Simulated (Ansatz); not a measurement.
Species: ZrOCl, charge 0, multiplicity 2. SMILES: [Cl][Zr]=[O]
Geometry: optimised at B3LYP-D3(BJ)/def2-TZVP (Ansatz, a first-principles code).

Quantity: vertical ionisation energy to the singlet, in eV. Terms: STO-3G and 3-21G all-electron and non-relativistic; six Cartesian d functions in 6-31G* and its kin unless marked 5d; def2 sets with scalar-relativistic core potentials past Kr; dispersion terms only where a functional's name holds one; valence correlation only (noble-gas shells and the d and f shells of earlier blocks); no spin-orbit coupling; open shells spin-unrestricted; each state is the SCF solution reached for its charge and spin; LANL2DZ with its own core potentials from Na on. First-principles rows: single points at B3LYP-D3(BJ) geometries (Ansatz). A UHF reference is markedly spin-contaminated in at least one set, which strains HF and MP2.

```json
[
 {"level": "HF/6-31G* with LANL2DZ past Ar", "program": "Ansatz", "vertical ionisation energy to the singlet (eV)": "7.36"},
 {"level": "PBE/6-31G* with LANL2DZ past Ar", "program": "Ansatz", "vertical ionisation energy to the singlet (eV)": "7.31"},
 {"level": "B3LYP/STO-3G", "program": "Ansatz", "vertical ionisation energy to the singlet (eV)": "5.38"},
 {"level": "B3LYP/3-21G", "program": "Ansatz", "vertical ionisation energy to the singlet (eV)": "7.39"},
 {"level": "B3LYP/6-31G* with LANL2DZ past Ar", "program": "Ansatz", "vertical ionisation energy to the singlet (eV)": "7.52"},
 {"level": "MP2/6-31G* with LANL2DZ past Ar", "program": "Ansatz", "vertical ionisation energy to the singlet (eV)": "6.57"},
 {"level": "wB97M-V/def2-TZVPD", "program": "Ansatz", "vertical ionisation energy to the singlet (eV)": "7.28"}
]
```

No value to compare with is used here. The 6 habitual levels span 5.38 (B3LYP/STO-3G) to 7.52 eV (B3LYP/6-31G* with LANL2DZ past Ar); wB97M-V/def2-TZVPD gives 7.28.

The levels are drawn from those run, B3LYP/6-31G* more often than the rest, none by its result; left out are runs that failed, that the program found above a lower state of the same kind, or whose <S^2> lies over 0.5 above the pure value.
